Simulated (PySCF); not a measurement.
Which determinant of HgO⁺ lies lowest?

Unrestricted PBE0; basis Hg cc-pVDZ-PP with ECP60, O cc-pVDZ; scalar-relativistic core potentials; PySCF 2.14. Outer shells of the fragments: Hg+ 5d10 6s1; O 2s2 2p4.

Followed along the bond (rough minima from three points):

```tsv
2Ms+1	unpaired	⟨S²⟩ at the start	R at minimum (Å)	Te (eV)
2	π ↑	0.90	2.00	0.00
4	σ ↑, π ↑↑	3.76	2.58	0.19
2	σ ↓, π ↑↑	1.75	2.64	0.40
2	σ ↑, π ↑↓	1.75	2.60	1.10
```

Solutions found at the starting distance of 2.075 Å, counted from the lowest of them; the search is not exhaustive and high or unbound solutions are not listed, so other states can lie among these:

```
2Ms+1       unpaired   term  E (eV)  ⟨S²⟩  ⟨Lz²⟩  μ (D)
    2            π ↑     ²Π    0.00  0.90   1.00  -2.08
    4      σ ↑, π ↑↑    ⁴Σ⁻    0.70  3.76   0.00   1.92
    2      σ ↓, π ↑↑  mixed    0.99  1.75   0.00   1.83
    2      σ ↑, π ↑↓  mixed    1.61  1.75   2.01   1.77
    4      σ ↑↑, π ↑     ⁴Π    1.79  3.76   1.00   0.73
    2            σ ↑    ²Σ⁺    2.81  0.76   0.00  -3.73
    2            σ ↑  mixed    3.71  0.75   2.00   1.39
    4  σ ↑, π ↑, δ ↑  mixed    6.63  3.76   5.01  -0.82
    4          π ↑↑↑     ⁴Π    6.64  3.76   1.01   1.44
    2  σ ↑, π ↑, δ ↓  mixed    6.69  1.77   5.01  -0.66
```

A term symbol is given only where ⟨S²⟩ and ⟨Lz²⟩ are close to those of a pure state; real π, δ and φ orbitals otherwise mix terms. A positive dipole points towards O; it is taken about the centre of mass and depends on that origin.

**Question.** Compare the gap between the two lowest followed solutions at the starting distance with the gap between their minima.

**Answer.** At PBE0 the second solution (quartet, unpaired electrons σ ↑, π ↑↑) lies +0.70 eV from the first (doublet, unpaired electrons π ↑) at 2.075 Å and +0.19 eV at the minima; the two curves relax by different amounts, since their minima lie near 2.58 and 2.00 Å.

Spin–orbit coupling is left out.
